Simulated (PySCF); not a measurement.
C₁₃H₂₃O (charge +1).
SMILES with atom numbers: `[CH3:1][O:2][CH2:3][C+:4]([CH3:5])[C@@H:6]1[CH2:7][C@@:8]1([CH3:9])[CH:10]1[CH2:11][CH2:12][CH2:13][CH2:14]1` (hydrogens: H15, H16, H17 on C1; H18, H19 on C3; H20, H21, H22 on C5; H23 on C6; H24, H25 on C7; H26, H27, H28 on C9; H29 on C10; H30, H31 on C11; H32, H33 on C12; H34, H35 on C13; H36, H37 on C14)

A GFN2-xTB structure with every atom displaced at random (by about 0.01 Å) was refined with PBE0-D3(BJ)/def2-SVP geometry optimisation, gas phase in PySCF. Values at the start:

```
   coordinate    start
        C1–O2  1.425 Å
        O2–C3  1.392 Å
        C3–C4  1.442 Å
        C4–C6  1.410 Å
        C6–C8  1.662 Å
       C6–H23  1.068 Å
       C7–H25  1.078 Å
       C8–C10  1.527 Å
      C11–C12  1.518 Å
      C11–H30  1.064 Å
      C11–H31  1.087 Å
      C12–C13  1.538 Å
      C12–H32  1.061 Å
      C12–H33  1.086 Å
      C13–H34  1.052 Å
      C14–H36  1.081 Å
     C3–C4–C5   116.5°
     C4–C6–C7   126.1°
     C4–C6–C8   123.2°
     C5–C4–C6   116.5°
     C6–C7–C8    67.8°
     C6–C8–C7    58.2°
    C6–C8–C10   109.7°
     C7–C6–C8    54.0°
  C3–C4–C6–C7      18°
  C4–C6–C7–C8    -108°
  C4–C6–C8–C7     113°
C7–C8–C10–C11     147°
```

Task: How do these coordinates change at the PBE0-D3(BJ)/def2-SVP level?

Result: 
```
   coordinate  PBE0-D3(BJ)/def2-SVP (Å or °)  change
        C6–C8                          1.785  +0.123
      C13–H34                          1.100  +0.048
        C3–C4                          1.488  +0.046
      C12–H32                          1.099  +0.038
      C11–H30                          1.100  +0.036
        C4–C6                          1.378  -0.032
       C6–H23                          1.092  +0.024
       C8–C10                          1.504  -0.023
      C14–H36                          1.100  +0.019
      C12–H33                          1.103  +0.017
      C11–H31                          1.102  +0.015
      C12–C13                          1.524  -0.014
        C1–O2                          1.411  -0.014
        O2–C3                          1.379  -0.013
       C7–H25                          1.091  +0.013
      C11–C12                          1.529  +0.011
     C6–C7–C8                           73.5    +5.7
     C4–C6–C8                          117.4    -5.8
     C6–C8–C7                           55.1    -3.1
     C3–C4–C5                          113.7    -2.8
     C4–C6–C7                          128.9    +2.8
     C7–C6–C8                           51.4    -2.6
    C6–C8–C10                          107.1    -2.6
     C5–C4–C6                          118.7    +2.2
  C3–C4–C6–C7                              3     -15
  C4–C6–C7–C8                            -96     +12
C7–C8–C10–C11                            138      -9
  C4–C6–C8–C7                            119      +6
```

The energy falls by 36.1 kJ/mol over 13 energy and gradient evaluations, the largest force component goes from 0.0424 to 3.1e-04 Eh/bohr, and the atoms move by 0.187 Å rms after alignment. The bond that changes most is C6–C8 (both ends three-membered-ring carbon), which lengthens by 0.123 Å. Bonds longer at the end by more than 0.005 Å: 18 of 38; shorter: 10. Among the dihedrals that turn most is C10–C8–C9–H28, from 69° to 52°. Rotational constants go from 1249, 373.3, 330.8 to 1229, 381.0, 338.1 MHz.

The run used 311 basis functions and 92 SCF cycles in all. Time: 6.7 min wall, 15 min CPU; peak memory 2.9 GiB. Hardware: an Intel Xeon 6975P-C with 2 threads, shared host with 192 logical CPUs at a one-minute load of 64.

Whether it is a minimum is left open (no frequencies).

One conformer stands for the species.
